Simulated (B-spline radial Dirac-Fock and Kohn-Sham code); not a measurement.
Level of theory: ΔSCF Dirac-Fock with Breit, self-energy and vacuum polarisation, finite nucleus, configuration average; a radial atomic solver. Free neutral atoms.

Q: Order these X-ray lines by photon energy, lowest first.
A. W Lη
B. Ta Lα2
C. Yb Lγ2
D. Ta Lβ1
E. Sm Lγ2
F. Er Lγ4

A: E (7457.1 eV), B (8087.3 eV), A (8717.1 eV), D (9343.1 eV), F (9728.6 eV), C (10093.6 eV).

Values without a named source are computed, but for edge energies of neutral atoms, which are taken from tables.
